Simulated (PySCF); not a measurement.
Run record: geometry optimisation, `[Cl][Ge]([Cl])([I])[I]` (GeI2Cl2).

Method: PBE0-D3(BJ)/def2-SVP geometry optimisation, gas phase, def2 core potentials past Kr (PySCF 2.14.0). Start geometry: GFN2-xTB. The input is one job of a driver script: a line of settings, then coordinates in Å.

Command:
```bash
OMP_NUM_THREADS=1 python probes_run.py task.json out
```

Input:
```
{"job": {"xc": "PBE0", "basis": "def2-SVP", "d3": "d3bj", "grid": 1, "maxiter": 40, "shake": 0.03, "kind": "geom"}, "charge": 0, "multiplicity": 1}
Ge    -0.018740    -0.076460    -0.043410
I     -0.075060    -0.033230     2.472340
I      2.249430     0.005620    -0.926710
Cl    -0.990400     1.741550    -0.757860
Cl    -1.090380    -1.747960    -0.806480
```

**Question.** Give the output.

**Answer.** 
```
step   0  E = -3591.89640853  max force = 0.016272
step   1  E = -3591.89802054  max force = 0.006690
step   2  E = -3591.89823624  max force = 0.001819
step   3  E = -3591.89826492  max force = 0.000491
step   4  E = -3591.89826059  max force = 0.001011
step   5  E = -3591.89826077  max force = 0.000777
step   6  E = -3591.89826379  max force = 0.000592
step   7  E = -3591.89826665  max force = 0.000380
optimisation converged
```

Energies in Eh; «max force» is the largest Cartesian gradient component in Eh/bohr.

**Question.** How much energy does the optimisation release, in kJ/mol?

**Answer.** E(step 0) − E(last step) = 0.001858 Eh, which is 4.9 kJ/mol.

Summary of the converged run: final energy -3591.89827 Eh after 7 steps; dipole 1.00 D.

**Question.** Where do the atoms end?

**Answer.** 0.054 Å rms from the input after alignment:
```
atom  x, y, z in Å
Ge1   -0.0276   -0.0187   -0.0420
I2    -0.1314   -0.0640    2.4480
I3     2.3272   -0.0248   -0.8579
Cl4   -1.0408    1.7211   -0.7739
Cl5   -1.0525   -1.7242   -0.8363
```

The run took 99 s of wall time on one thread of an Arm Neoverse V1, on a shared host, and the process peaked at 0.51 GiB of memory.
Labels such as C1 count atoms from 1, the log's own numbers from 0.
